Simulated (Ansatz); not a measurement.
2 `CBF` → `C[B@H-]1[F+][B@@H-](C)[F+]1`  (dimerisation)

Gas-phase electronic energies from Ansatz, PBE0-D4/def2-TZVP geometries. CBS: MP2 limit from def2 TZ/QZ plus the TZ coupled-cluster correction, frozen cores. This one scheme is used for every species. DFT in def2-TZVPP.

`CBF`:

Z-matrix (Å, degrees):
```
C
B 1 1.553
H 1 1.096 2 109.6
H 1 1.091 2 114.0 3 122.5
H 1 1.096 2 109.7 3 -114.9
F 2 1.327 1 120.6 3 -122.2
H 2 1.202 1 123.5 3 57.8
```

`C[B@H-]1[F+][B@@H-](C)[F+]1`:

```xyz
14

C     1.932   -0.486    0.653
B     0.912   -0.842   -0.470
F     0.305    0.425   -1.130
B    -1.133    0.044   -0.689
C    -1.759    1.112    0.257
F    -0.502   -1.136    0.098
H     2.197   -1.382    1.221
H     2.860   -0.106    0.215
H     1.554    0.263    1.354
H     1.140   -1.637   -1.331
H    -1.706   -0.405   -1.636
H    -1.091    1.407    1.071
H    -2.686    0.733    0.696
H    -2.023    2.010   -0.309
```

```
           level  ΔE (kcal/mol)  difference from CCSD(T)/CBS
       revPBE-D4            4.6                          1.3
      r2SCANh-D4            1.8                         -1.5
         ωB97M-V            2.2                         -1.1
          B2PLYP            7.0                          3.7
             PBE            5.6                          2.3
          r2SCAN            2.5                         -0.8
     HF/def2-SVP           13.8                         10.5
   HF/def2-TZVPP           16.6                         13.3
CCSD/cc-pV(T+d)Z            4.7                          1.4
 CCSD(T)/CBS(cc)            3.4                          0.1
     CCSD(T)/CBS            3.3                            0
```

(1) What do rigid-rotor, harmonic-oscillator terms from PBE0-D4/def2-TZVP frequencies (298.15 K, 1 bar) make of the CCSD(T)/CBS value? (Estimate.)

Largest T1 diagnostic among the species: 0.012.

Results:

(1) The calculation gave: ΔZPE = +2.8 kcal/mol, ΔH = +5.1 kcal/mol, ΔS = -200 J/(mol·K), ΔG = +19.3 kcal/mol.

Leaving LDA and LC-ωPBE aside and taking each functional with its dispersion term where it has one, the values, not all of them listed here, spread over 5.9 kcal/mol, from r2SCAN0-D4 to BLYP-D4. LDA lies −13.3 kcal/mol from PBE without D4. From BLYP to BHLYP (50 % exact exchange), in def2-TZVPP and without D4, ΔE moves by −4.2 kcal/mol. In def2-TZVPP, CCSD(T) changes the Hartree–Fock value by −14.3 kcal/mol (the triples alone add −1.8 kcal/mol) and MP2 by −14.7 kcal/mol.
